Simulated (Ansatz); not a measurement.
Potential energy surface of H3Ge, doublet: umbrella (inversion) coordinate, bond length relaxed. Scanned: angle between the Ge-H bonds and the threefold axis (90 = planar). Other coordinates (Ge-H bond length) were minimised at B3LYP/def2-TZVP.

The free coordinates were minimised at B3LYP/def2-TZVP in PySCF; the energy column is full CI/cc-pVDZ, cores with 3d frozen (Ansatz, an electronic-structure program), in kcal/mol.

```csv
a / °,Ge-H bond length / Å,E
93.28,1.520,5.2
96.52,1.524,4.0
99.48,1.529,2.6
102.30,1.534,1.3
104.59,1.537,0.5
108.01,1.543,0.0
111.13,1.548,0.5
113.52,1.551,1.6
116.46,1.556,3.9
119.71,1.561,7.7
122.83,1.566,12.7
125.91,1.571,19.0
128.73,1.577,26.1
132,1.584,35.8
```

The scan ran from 90.0 to 132.0; beyond the range shown the relaxed coordinates jump or full CI changes its symmetry label.
